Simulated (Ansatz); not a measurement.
A run on `FCBI` with other settings.

```yaml
crystal:
  periodic: [false, false, false]
  atoms:
    - {symbol: F, position_ang: [-0.289341, -1.631555, -0.564515]}
    - {symbol: C, position_ang: [-0.150924, -0.264312, -0.673553]}
    - {symbol: B, position_ang: [0.192903, 0.504957, 0.630657]}
    - {symbol: I, position_ang: [0.439388, -0.464991, 2.475994]}
    - {symbol: H, position_ang: [0.626815, -0.050063, -1.422922]}
    - {symbol: H, position_ang: [-1.082325, 0.149504, -1.090164]}
    - {symbol: H, position_ang: [0.324786, 1.688359, 0.598802]}
basis:
  gaussian: {orbitals: x2c-TZVPPall}
hamiltonian: {xc: {name: LC-wPBE}}
output: {forces: true}
```

```sh
$ ansatz run in.yaml --threads 2 --pin off --events-out ev --progress --plain --max-ram 4352MiB
```

Output, abridged:

```
Functional definition: LC-wPBE
  name "LC-wPBE"
  cite "Vydrov & Scuseria, J. Chem. Phys. 125, 234109 (2006) doi:10.1063/1.2409292"
  cite "Heyd & Scuseria, J. Chem. Phys. 120, 7274 (2004) doi:10.1063/1.1668634"
  cite "Ernzerhof & Perdew, J. Chem. Phys. 109, 3313 (1998) doi:10.1063/1.476928"
  cite "Perdew, Burke & Ernzerhof, Phys. Rev. Lett. 77, 3865 (1996) doi:10.1103/PhysRevLett.77.3865"
  parent pbe
  parameter omega = 0.4/bohr
  exchange = pbe_x_sr(omega) + exact_x_lr(omega)
  correlation = pbe_c
1174 factors; their error is unknown
328 factors; integrals over basis functions are off by at most 2.3e-5 eV
mean field evaluation 1: about -198097.6095 eV, gradient 2.7e1 eV
mean field evaluation 2: about -198098.4237 eV, gradient 2.2e1 eV
mean field evaluation 4: about -198099.0740 eV, gradient 1.5e0 eV
mean field evaluation 8: about -198099.0784 eV, gradient 1.0e-1 eV
mean field evaluation 16: about -198099.0579 eV, gradient 2.9e-4 eV
mean field -198099.05786795 eV, -7280.0061002829 hartree, gradient 4.8e-5 eV, S^2 0.000000; 0 other end points of the search recorded, 0 dependent functions left out
the calculation of the forces begins
reference -198099.05786795 eV, -7280.0061002831 hartree; 38, 38 occupied and 157, 157 virtual orbitals, 1174 factors
Total energy: -198099.05786795 eV, -7280.0061002831 hartree
Relativity: scalar
Atom 0 at    -0.289341    -1.631555    -0.564515 Å, force    -0.001324    -0.078201     0.039963 eV/Å
Atom 1 at    -0.150924    -0.264312    -0.673553 Å, force    -0.010146     0.199819    -0.172097 eV/Å
Atom 2 at     0.192903     0.504957     0.630657 Å, force     0.028062    -0.086254     0.194670 eV/Å
Atom 3 at     0.439388    -0.464991     2.475994 Å, force    -0.024609     0.087869    -0.178493 eV/Å
Atom 4 at     0.626815    -0.050063    -1.422922 Å, force    -0.071493    -0.024642     0.086560 eV/Å
Atom 5 at    -1.082325     0.149504    -1.090164 Å, force     0.090949    -0.043596     0.054910 eV/Å
Atom 6 at     0.324786     1.688359     0.598802 Å, force    -0.011440    -0.054995    -0.025514 eV/Å
Dipole moment:     0.001522     0.354909    -0.204895 e Å
```

Run time 4.1 s (2 threads of an Arm Neoverse V2 on a shared host); peak host memory 0.36 GiB.
